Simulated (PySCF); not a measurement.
# Structure from 2D NMR

Compound of formula C6H8ClFSi. Correlations simulated from computed shifts and the bond graph:

HSQC (one-bond C–H):
```
  δH     δC
6.44  120.5
6.16  136.6
5.70  136.6
3.78   43.8
3.09   39.2
2.98   39.2
```

COSY cross peaks (H two or three bonds apart, from the bond graph; peaks can be absent where the dihedral angle is near 90°):
```
  δH    δH
6.16  5.70
4.66  4.36
4.66  3.78
4.36  3.78
3.78  3.09
3.78  2.98
3.09  2.98
```

HMBC (two and three bonds, from the bond graph):
```
  δH                               δC
6.44        171.7, 139.0, 136.6, 39.2
6.16                     139.0, 120.5
5.70                     139.0, 120.5
4.66  139.0, 136.6, 120.5, 43.8, 39.2
4.36  139.0, 136.6, 120.5, 43.8, 39.2
3.78               171.7, 139.0, 39.2
3.09               171.7, 120.5, 43.8
2.98               171.7, 120.5, 43.8
```

Carbons without hydrogens: δ 171.7, 139.0.

Calculated, not measured (PySCF 2.14): GFN2-xTB geometry, shieldings: GIAO PBE0/pcSseg-1. One conformer, isolated molecule, no relativistic terms.

References, each an isolated molecule treated in the same way: TMS for 1H, 13C.

Exchangeable hydrogens are left out of these lists.

Which molecule is this?

Answers

SMILES [C@H]1(Cl)CC(F)=CC(=C)[SiH2]1.

Atoms are numbered as in `[CH2:1]=[C:2]1[CH:3]=[C:4]([F:5])[CH2:6][C@H:7]([Cl:8])[SiH2:9]1` (H(Xn): hydrogen on atom n). Ha(C1) is cis to C3; Ha(C6), Ha(Si9) are cis to Cl8 on the ring; Hb(C1) is trans to C3; Hb(C6), Hb(Si9) are trans to Cl8 on the ring.

1. δC 171.7 is C4, a fully substituted alkene carbon.
2. δC 139.0 is C2, a fully substituted alkene carbon.
3. δC 136.6 is C1, a terminal =CH2 carbon (δH 5.70, 6.16).
4. δC 120.5 is C3, an alkene CH (δH 6.44).
5. δC 43.8 is C7, an sp3 CH bonded to Cl and Si (δH 3.78).
6. δC 39.2 is C6, an allylic sp3 CH2 (δH 2.98, 3.09).
7. HMBC from δH 6.44 reaches the proton-free carbons C4, C2.
8. HMBC from δH 6.16 reaches the proton-free carbon C2.
9. HMBC from δH 5.70 reaches the proton-free carbon C2.
10. HMBC from δH 4.66 reaches the proton-free carbon C2.
11. COSY links 6.16–5.70, 4.66–4.36, 4.66–3.78, 4.36–3.78, 3.78–3.09, 3.78–2.98.

The data come from this structure; uniqueness wasn't tested.

Carbons that carry Cl, above all several Cl atoms, come out too deshielded, partly because spin–orbit coupling is missing. Shifts are as computed. Against solution values, carbons near 30 ppm lie about +3 ppm off and those near 130 ppm about +5 ppm; carbons on Cl a further +6 ppm. Of 1309 compounds with measured shifts, 239 miss one by over three times the rms of a fit or turn the order of signals round; such compounds aren't used in these exercises.
